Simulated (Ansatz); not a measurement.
C5H9N (SMILES C=C/C(C)=N/C), singlet, at a GFN2-xTB geometry; PBE0/def2-TZVPD (Ansatz, a first-principles code).

Ansatz was given this input:
Ansatz 0.2 input:
```yaml
crystal:
  periodic: [false, false, false]
  atoms:
    - {symbol: C, position_ang: [-2.48817444, -0.18758527, -0.04158410]}
    - {symbol: C, position_ang: [-1.28104966, -0.72819564, 0.06497601]}
    - {symbol: C, position_ang: [-0.00059081, -0.02510194, 0.04180440]}
    - {symbol: C, position_ang: [0.04188366, 1.47837826, 0.09652722]}
    - {symbol: N, position_ang: [1.02396882, -0.77217087, -0.03974138]}
    - {symbol: C, position_ang: [2.34687955, -0.22925512, -0.10308120]}
    - {symbol: H, position_ang: [-2.65403148, 0.87110897, -0.15168051]}
    - {symbol: H, position_ang: [-3.37426175, -0.79935959, -0.03375019]}
    - {symbol: H, position_ang: [-1.17180795, -1.80083760, 0.14752861]}
    - {symbol: H, position_ang: [0.82441430, 1.79971229, 0.78330044]}
    - {symbol: H, position_ang: [0.28428413, 1.87202977, -0.89123327]}
    - {symbol: H, position_ang: [-0.90321225, 1.89865787, 0.42190544]}
    - {symbol: H, position_ang: [2.61272540, 0.28369957, 0.82729164]}
    - {symbol: H, position_ang: [2.46184804, 0.48826827, -0.92221049]}
    - {symbol: H, position_ang: [3.03856997, -1.05752502, -0.25481589]}
basis:
  gaussian:
    orbitals: def2-TZVPD
hamiltonian:
  xc: pbe0
```

Q: What does Ansatz print? Leave out banner, timings and long lists.

A: 
```
Functional definition: PBE0
1508 factors; their error is unknown
mean field evaluation 1: about -6804.1910 eV, gradient 6.8e1 eV
mean field evaluation 2: about -6800.9314 eV, gradient 7.5e1 eV
mean field evaluation 4: about -6814.8543 eV, gradient 6.0e0 eV
mean field evaluation 8: about -6814.9293 eV, gradient 2.0e-1 eV
mean field evaluation 16: about -6814.9074 eV, gradient 4.3e-4 eV
mean field -6814.90739543 eV, -250.4432274719 hartree, gradient 7.2e-5 eV, S^2 0.000000; 0 other end points of the search recorded, 0 dependent functions left out
reference -6814.90743606 eV, -250.4432289652 hartree; 23, 23 occupied and 280, 280 virtual orbitals, 1508 factors
Total energy: -6814.90743606 eV, -250.4432289652 hartree
```
